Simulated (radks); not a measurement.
Valence configurations of La III (all share [Xe]). Calculated with a radial shooting solver on a logarithmic mesh with Libxc functionals: scalar-relativistic Kohn-Sham, PBEsol, spin-polarised, spherical densities, finite nucleus; open shells are filled with parallel spins first (spin-orbit coupling, left out, can overturn this in heavy ions); Fermi nuclear charge, rms radius 4.855 fm. Energies are relative to 5d1; eigenvalues in eV for spin up.

valence      E (eV)  moment (Bohr magnetons)    e(4f)    e(5d)    e(6p)    e(6s)
4f1          -0.415                        1  -12.110        -        -        -
5d1           0.000                        1        -  -14.991        -        -
5d0.5 6s0.5   0.703                        1        -  -15.809        -  -14.351
6s1           1.454                        1        -        -        -  -15.053
4f0.5 6p0.5   1.667                        1  -16.117        -  -10.608        -
5d0.5 6p0.5   2.567                        1        -  -16.146  -10.907        -
6s0.5 6p0.5   3.360                        1        -        -  -11.513  -15.292
6p1           5.231                        1        -        -  -11.795        -

NIST lists [Xe] 5d1 as the ground configuration; this level of theory puts 4f1 lower, by 0.415 eV. The energies are those of spherical high-spin densities, not of single terms.
